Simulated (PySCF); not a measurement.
Species: CH$_{2}$NO (charge -1, singlet). It need not be the lowest isomer of its formula. Whether it binds its extra electron was not tested at this geometry. SMILES: N[C-]=O
Coordinates optimised at B3LYP-D3(BJ)/def2-TZVP (Ansatz):
```
N
H 1 1.0119
H 1 1.0310 2 113.63
C 1 1.4475 2 113.54 3 -133.11
O 4 1.2397 1 112.70 2 153.01
```
Charge -1, spin multiplicity 1.

Dispersion corrections to the total energy (kcal/mol) from the dftd3 and dftd4 libraries through PySCF: D3(BJ) without and D4 with the three-body term, each with the damping fitted for the functional named.

```csv
functional,D3(BJ),D4
CAM-B3LYP,-0.86,(withheld)
PBE,-1.27,-1.47
PW6B95,-0.52,(withheld)
HSE06,-0.70,-1.09
B2PLYP,-0.94,-1.01
B2GP-PLYP,-0.66,(withheld)
BLYP,-2.68,-3.45
```

Task: What belongs in the gaps?

Result: 
- CAM-B3LYP, D4: -1.17
- PW6B95, D4: -1.32
- B2GP-PLYP, D4: -0.58
